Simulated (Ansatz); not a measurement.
Strength of the C–C bond: C3H8BF → B(CH2)(CH3)F + CH3

Species: C3H8BF `CCB(C)F`, singlet; B(CH2)(CH3)F, doublet; CH3 (methyl radical) `[CH3]`, doublet. 

Shapes, held fixed at every level: PBE0-D4/def2-TZVP. Flexible molecules stand in one conformer, not always the lowest. Programs: Ansatz 0.2.0. The zero-point and thermal change to 298 K, harmonic and unscaled (PBE0-D4/def2-TZVP), is -24.0 kJ/mol.

```csv
level,kind,ΔH(298 K) (kJ/mol),less CCSD(T)/CBS estimate
HF/def2-TZVPP,Hartree–Fock,+209.5,-138.5
PBE-D4/def2-TZVPP,GGA,+346.8,-1.2
r2SCAN0-D4/def2-TZVPP,global hybrid,+314.3,-33.7
B2PLYP/def2-TZVPP,double hybrid,+329.5,-18.5
MP2/def2-SVP,perturbation theory,+356.9,+8.9
CCSD/def2-TZVPP,coupled cluster or CI,+327.9,-20.1
CCSD(T)/CBS estimate,coupled cluster or CI,+348.0,0.0
```

The highest level, CCSD(T)/CBS estimate, gives ΔH(298 K) = +348.0 kJ/mol; the levels span +209.5 to +356.9. The column of differences is taken from that level and isn't an error. Hartree–Fock misses the correlation of the pair that is broken and comes out low. No measured value is set beside it here. Open shells run unrestricted unless RO is named. The CBS estimate extrapolates MP2 from def2-TZVPP and def2-QZVPP and adds CCSD(T) − MP2 in the triple-zeta set, cores frozen.
